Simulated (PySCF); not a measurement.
**Correlation energy of Cu⁺ (copper, charge +1)**

[Ar] 3d10, closed-shell 1S. All numbers are calculated (PySCF 2.14, scalar relativity by spin-free X2C-1e, in jorge-DZP-DKH). Frozen: [Ar]; 10 electrons correlated.

Total MP2 correlation energy: -285.46 mhartree.

Same-spin part -107.09 and opposite-spin part -178.37 mhartree; SCS-MP2 scales them by 1/3 and 6/5 to -249.74 mhartree.

```tsv
level	correlation energy (mhartree)
CCSD	-254.54
(T)	-11.44
CCSD(T)	-265.98
```

Diagnostics: T1 = 0.0091, D1 = 0.0129, largest double amplitude 0.035.

Task: Is a single reference adequate?

Result: Yes: T1 lies below 0.03 and no double amplitude reaches 0.07.
